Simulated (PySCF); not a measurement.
C6H9O3P.
Geometry (PBE0-D3(BJ)/def2-SVP, Å), atoms numbered from 1 in this order:
```xyz
19
C6H9O3P angstrom
C     -1.4740   -1.3072    0.9055
P     -0.8156   -0.2736   -0.4240
O     -1.2164   -0.7116   -1.8082
C     -1.5194    1.4058   -0.1739
O     -2.8136    1.3591   -0.6935
C      0.9552   -0.1770   -0.1898
C      1.7576    0.1416    0.9597
C      3.0487    0.0968    0.5309
O      3.1012   -0.2218   -0.7804
C      1.8416   -0.3832   -1.2111
H     -1.2109   -2.3542    0.6991
H     -1.0802   -1.0115    1.8888
H     -2.5684   -1.1998    0.8961
H     -1.5563    1.6974    0.8882
H     -0.8564    2.1227   -0.6999
H     -2.7444    0.8302   -1.5080
H      1.4182    0.3712    1.9676
H      4.0035    0.2607    1.0238
H      1.6950   -0.6481   -2.2552
```

The closed-shell ground state was solved at several levels (PySCF, density fitting, gas phase, non-relativistic).

```tsv
level	basis functions	total energy (Eh)	HOMO (eV)	LUMO (eV)	gap (eV)	dipole (D)
B3LYP/def2-SVPD	285	-800.6784	-7.13	-0.77	6.36	4.52
PBE0/pcSseg-1	222	-800.3694	-7.30	-0.43	6.87	4.39
```

Q: What might CAM-B3LYP/pcSseg-1 (222 basis functions) give for the same quantities?

A: Total energy -800.8215 Eh, HOMO -8.59 eV, LUMO 0.72 eV, gap 9.31 eV, dipole 4.49 D.

Q: Over all these levels, which gives the widest orbital gap and which the narrowest?

A: CAM-B3LYP/pcSseg-1 (range-separated hybrid) has the widest, 9.31 eV, and B3LYP/def2-SVPD (global hybrid, 20 % exact exchange) the narrowest, 6.36 eV. Functional and basis both differ between the two, so the spread mixes both effects.

Q: How far do the dipole and the HOMO energy spread over the levels?

A: The dipole runs from 4.39 to 4.52 D (mean 4.47 D) and the HOMO from -8.59 to -7.13 eV.

One conformer stands for the species.
